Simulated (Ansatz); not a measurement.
The same path of GaH4OS (7 atoms, charge 1, multiplicity 1) was run twice with different band settings. The coordinate that changes most is the dihedral H5–O1–Ga2–S3.

All numbers below come from Ansatz, RKS PBE0-D4/def2-SVP.

Relaxed end points:

```xyz
7
Properties=species:S:1:pos:R:3
O -1.249 0.072 -0.620
Ga 0.251 -0.008 0.706
S 1.953 -0.112 -0.596
H -1.158 0.050 -1.587
H -2.191 0.136 -0.393
H -0.450 0.040 2.069
H 2.844 -0.179 0.422
```

```xyz
7
Properties=species:S:1:pos:R:3
O -1.257 0.076 -0.617
Ga 0.256 -0.014 0.692
S 1.962 -0.113 -0.603
H -2.197 0.136 -0.380
H -1.176 0.065 -1.584
H -0.429 0.028 2.064
H 2.840 -0.177 0.427
```

Common settings: climbing image yes; spring 5.0 eV/Å²; optimiser quadratic models (default); start path IDPP; force threshold 0.05 eV/Å; end points relaxed.

| run | movable images | iteration limit |
| --- | --- | --- |
| 1 | 5 | 45 |
| 2 | 1 | 60 |

What does each run give, and how far can it be trusted?

Run 1: converged after 5 iterations, highest image 0.135 eV above the first end. A vibrational analysis at the climbing image gives one clearly imaginary mode, 251i cm⁻¹: a first-order saddle point.
Run 2: converged after 5 iterations, highest image 0.135 eV above the first end. The dihedral H5–O1–Ga2–S3 jumps by 94° between images 0 and 1, so the path isn't resolved there. Another band between the same ends (5 images) ends at a top of the same energy, where a vibrational analysis finds 1 clearly imaginary mode. So few images can step over the top or miss a turn of the path.
